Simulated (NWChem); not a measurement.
Species: C₃H₅NO; SMILES C/N=C\C=O

```xyz
10

C      0.6353    -1.8976    -0.0815
N     -0.6247    -1.1901    -0.2240
C     -0.7258     0.0750    -0.1050
C      0.3291     1.0989     0.1887
O      0.0447     2.2778     0.2665
H      0.8102    -2.4576    -1.0078
H      1.5251    -1.2949     0.1379
H      0.5115    -2.6432     0.7128
H     -1.7174     0.5213    -0.2290
H      1.3718     0.7575     0.3330
```
Atoms are numbered in this order, from 1.

Level: B3LYP/6-31G* (spherical d) (NWChem), optimised geometry, unscaled harmonic frequencies. 

| frequency (cm⁻¹) | IR intensity (km/mol) |
|---|---|
| 107 | 6.6 |
| 136 | 6.8 |
| 266 | 4.8 |
| 368 | 10.6 |
| 428 | 27.8 |
| 604 | 8.4 |
| 882 | 2.8 |
| 962 | 18.7 |
| 1030 | 3.0 |
| 1091 | 11.1 |
| 1146 | 0.7 |
| 1176 | 0.4 |
| 1374 | 7.5 |
| 1427 | 1.9 |
| 1465 | 0.2 |
| 1509 | 5.6 |
| 1528 | 21.3 |
| 1731 | 7.2 |
| 1799 | 132.5 |
| 2974 | 45.3 |
| 3042 | 46.2 |
| 3108 | 12.0 |
| 3108 | 32.2 |
| 3123 | 23.1 |

```
Quantity                                                                            Value
-----------------------------------------------------------------------  ----------------
zero-point energy                                                           49.1 kcal/mol
thermal correction to the enthalpy at 298.15 K (with zero-point energy)     53.3 kcal/mol
heat capacity Cv                                                         18.1 cal/(mol K)
entropy at 298.15 K and 1 atm (symmetry number 1)                        74.8 cal/(mol K)
dipole moment                                                                      2.55 D
```

Rigid rotor and harmonic oscillator.
